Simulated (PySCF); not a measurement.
From one molecule to another.

First species: C3H6FN.
SMILES: `[C@@H]1(CN1)CF`

Second species: C6H6NS (charge +1).
Bonds: C1–C2 (triple), C2–C3, C3–C4 (aromatic), C4–N5 (aromatic), N5–C6, N5–C7 (aromatic), C7–S8 (aromatic), C3–S8 (aromatic). Hydrogens: H9 on C1; H10 on C4; H11, H12, H13 on C6; H14 on C7.

Levels: wB97X-D/def2-SVPD for HOMO energy, LUMO energy, HOMO–LUMO gap, static isotropic polarisability and electronic spatial extent ⟨r²⟩ about the centre of nuclear charge; TDDFT wB97X-D/def2-SVPD for lowest singlet excitation; PBE0-D3(BJ)/def2-SVP for rotational constant A and rotational constant C. Geometries: PBE0-D3(BJ)/def2-SVP. All species are isolated and taken at one optimised geometry, non-relativistic unless stated. Electronic properties by PySCF.

The conformers computed, where there is a choice (atom-mapped SMILES and torsion angles):
- `[F:1][CH2:2][C@H:3]1[CH2:4][NH:5]1`: F1–C2–C3–C4 87°

Values for the first species:

```
HOMO energy                                                       : -9.49 eV
LUMO energy                                                       : 2.42 eV
HOMO–LUMO gap                                                     : 11.91 eV
Lowest singlet excitation                                         : 7.22 eV
Static isotropic polarisability                                   : 44.3 au
Electronic spatial extent ⟨r²⟩ about the centre of nuclear charge : 436 bohr²
Rotational constant A                                             : 13.935 GHz
Rotational constant C                                             : 2.884 GHz
```

Estimate the same properties for the second species, and the change in each.

```tsv
property	first	second	second less first
HOMO energy	-9.49 eV	-13.45 eV	-3.96 eV
LUMO energy	2.42 eV	-4.94 eV	-7.36 eV
HOMO–LUMO gap	11.91 eV	8.51 eV	-3.40 eV
lowest singlet excitation	7.22 eV	4.67 eV	-2.55 eV
static isotropic polarisability	44.3 au	90.9 au	+46.6 au
electronic spatial extent ⟨r²⟩ about the centre of nuclear charge	436 bohr²	1158 bohr²	+722 bohr²
rotational constant A	13.935 GHz	3.773 GHz	-10.162 GHz
rotational constant C	2.884 GHz	0.949 GHz	-1.935 GHz
```

On the first: S1 lies 4.69 eV below the HOMO–LUMO gap; its leading configuration is HOMO→LUMO, weight 0.80. No computed singlet falls in the visible range (750 to 380 nm, 1.65 to 3.26 eV); S1 lies 3.96 eV above its blue end.

On the second: In wavenumbers S1 is 37600 cm⁻¹ (1 eV = 8065.54 cm⁻¹). No computed singlet falls in the visible range (750 to 380 nm, 1.65 to 3.26 eV); S1 lies 1.41 eV above its blue end.
